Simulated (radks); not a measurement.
Results of a calculation; reference values are marked as such.
All-electron atom: Ho II in [Xe] 4f11 6p1 (not the ground configuration). Code: a radial shooting solver on a logarithmic mesh with Libxc functionals. Model: Dirac Kohn-Sham, PBE, spin-unpolarised, spherical densities, point nucleus; open shells fill j = l - 1/2 first.

Normalised radial functions P(r) = r R(r) (large component), r in bohr:

| r | 5p3/2 | 4f7/2 | 6p1/2 |
|---|---|---|---|
| 0.00226 | 0.0032 | 0.0000 | 0.0026 |
| 0.003623 | 0.0076 | 0.0000 | 0.0048 |
| 0.005808 | 0.0176 | 0.0000 | 0.0090 |
| 0.009311 | 0.0390 | 0.0000 | 0.0169 |
| 0.01493 | 0.0800 | 0.0002 | 0.0304 |
| 0.02393 | 0.1446 | 0.0009 | 0.0493 |
| 0.03837 | 0.2077 | 0.0048 | 0.0634 |
| 0.062 | 0.1768 | 0.0231 | 0.0441 |
| 0.0994 | -0.0525 | 0.0913 | -0.0308 |
| 0.1594 | -0.3024 | 0.2857 | -0.0912 |
| 0.2555 | -0.0522 | 0.6573 | 0.0072 |
| 0.4096 | 0.4480 | 1.0293 | 0.1353 |
| 0.6567 | 0.0457 | 1.0469 | -0.0312 |
| 1.053 | -0.7944 | 0.7237 | -0.2347 |
| 1.688 | -0.8076 | 0.3685 | -0.0386 |
| 2.706 | -0.2998 | 0.1398 | 0.3762 |
| 4.338 | -0.0385 | 0.0371 | 0.5249 |
| 7.011 | -0.0010 | 0.0048 | 0.2516 |
| 11.24 | 0.0000 | 0.0002 | 0.0329 |

5p3/2: eigenvalue -32.145 eV, 3 radial nodes at r = 0.0916, 0.267, 0.673 bohr, <r> = 1.55 bohr, 90 % of the charge inside 2.28 bohr. 4f7/2: eigenvalue -10.304 eV, 0 radial nodes, <r> = 0.858 bohr, 90 % of the charge inside 1.51 bohr. 6p1/2: eigenvalue -6.368 eV, 4 radial nodes at r = 0.0844, 0.251, 0.623, 1.77 bohr, <r> = 4.55 bohr, 90 % of the charge inside 6.63 bohr.
